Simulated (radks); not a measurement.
Isoelectronic series with 13 electrons, all held in the configuration [Ne] 3s2 3p1, which need not be the ground one along the series. Calculated with a radial shooting solver on a logarithmic mesh with Libxc functionals: scalar-relativistic Kohn-Sham, r2SCAN, spin-polarised, spherical densities, finite nucleus; open shells are filled with parallel spins first (spin-orbit coupling, left out, can overturn this in heavy ions); meta-GGA in the generalised Kohn-Sham scheme; Fermi nuclear charge, rms radius of each element as measured or else 0.836 A^(1/3) + 0.57 fm. Total energies (hartree) and mean radii <r> (bohr) (* marks an orbital that is empty in some or all of the ions):

ion,E (hartree),3p down*,3p up,3s down,3s up,2p down
Al,-242.79133,3.241,3.367,2.548,2.591,0.6020
P2+,-340.97135,1.964,1.962,1.754,1.754,0.4833
Cl4+,-456.81245,1.450,1.445,1.360,1.357,0.4040
K6+,-590.33070,1.159,1.155,1.117,1.114,0.3471
Sc8+,-741.58550,0.9693,0.9657,0.9508,0.9475,0.3042
V10+,-910.65795,0.8341,0.8313,0.8283,0.8256,0.2707
Mn12+,-1097.64472,0.7327,0.7304,0.7342,0.7318,0.2439
Co14+,-1302.65631,0.6535,0.6516,0.6594,0.6574,0.2218
Cu16+,-1525.81597,0.5899,0.5883,0.5984,0.5967,0.2034
Ga18+,-1767.25971,0.5376,0.5363,0.5477,0.5462,0.1877
As20+,-2027.13658,0.4938,0.4927,0.5048,0.5035,0.1743
Br22+,-2305.60894,0.4566,0.4556,0.4680,0.4669,0.1626
Rb24+,-2602.85260,0.4246,0.4237,0.4361,0.4351,0.1524
